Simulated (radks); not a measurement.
Question: All-electron atom: Pr0.75+ in [Kr] 4d10 4f(up 1.5, down 1.5) 5s2 6s2 5p(up 3, down 2.25) (fractional occupations, a model configuration). Method: scalar-relativistic Kohn-Sham, LDA (Slater exchange, Perdew-Wang correlation), spin-polarised, spherical densities, point nucleus; computed with a radial shooting solver on a logarithmic mesh with Libxc functionals. Some entries of the table are withheld. Estimate them.

| orbital | occ. | eigenvalue (Ry) | <1/r> (bohr^-1) |
|---|---|---|---|
| 1s up | 1 | -3071.014 | 64.64 |
| 1s down | 1 | -3071.010 | 64.64 |
| 2s up | 1 | -494.6085 | 14.92 |
| 2s down | 1 | -494.6063 | 14.92 |
| 2p up | 3 | -442.8366 | 14.10 |
| 2p down | 3 | -442.8335 | 14.10 |
| 3s up | 1 | -107.1064 | 5.424 |
| 3s down | 1 | -107.1034 | 5.424 |
| 3p up | 3 | -90.70779 | 5.133 |
| 3p down | 3 | -90.70449 | 5.133 |
| 3d up | 5 | -67.62871 | 4.873 |
| 3d down | 5 | -67.62556 | 4.873 |
| 4s up | 1 | -21.71041 | 2.269 |
| 4s down | 1 | -21.70441 | 2.269 |
| 4p up | 3 | -16.35022 | 2.090 |
| 4p down | 3 | -16.34364 | 2.090 |
| 4d up | 5 | -8.68426 | 1.821 |
| 4d down | 5 | -8.67549 | 1.822 |
| 5s up | 1 | -3.44173 | 0.8866 |
| 5s down | 1 | -3.40353 | 0.8872 |
| 5p up | 3 | -2.12511 | (1) |
| 5p down | 2.25 | -2.08733 | (2) |
| 4f up | 1.5 | (3) | 1.210 |
| 4f down | 1.5 | (4) | 1.214 |
| 6s up | 1 | -0.59349 | 0.3238 |
| 6s down | 1 | -0.58742 | 0.3212 |

Answer: 
(1) 5p up <1/r> (bohr^-1): 0.7538
(2) 5p down <1/r> (bohr^-1): 0.7526
(3) 4f up eigenvalue (Ry): -0.66516
(4) 4f down eigenvalue (Ry): -0.64534
